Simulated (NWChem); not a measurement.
System: C₂H₄BFN₂; SMILES C(C#N)B(N)F

NWChem input:

```
start job
memory heap 200 mb stack 900 mb global 1100 mb
geometry units angstroms noautoz
  N      0.320955     2.606315     0.000000
  C     -0.309970     1.617960     0.000000
  C     -0.995521     0.336615     0.000000
  B      0.015212    -0.906451     0.000000
  N      1.402566    -0.749885     0.000000
  F     -0.530475    -2.141958     0.000000
  H     -1.661218     0.259438    -0.887280
  H     -1.661218     0.259438     0.887280
  H      1.845873     0.169923     0.000000
  H      2.048579    -1.539266     0.000000
end
basis spherical
  * library 6-31+g*
end
dft
  xc pbe0
  iterations 150
  mulliken
end
task dft energy
```

Geometry: optimised at PBE-D3(BJ)/def2-SVP.

What results follow from this input? (PBE0/6-31+G* (spherical d).) Quantities: basis functions; energy (Ha); highest occupied level (eV); orbital gap (eV); dipole (D).

The number of basis functions is 116. The energy (Ha) is -312.58 and the highest occupied level (eV) comes out as -8.89. The orbital gap (eV) is 8.64 and the dipole (D) is 2.42.
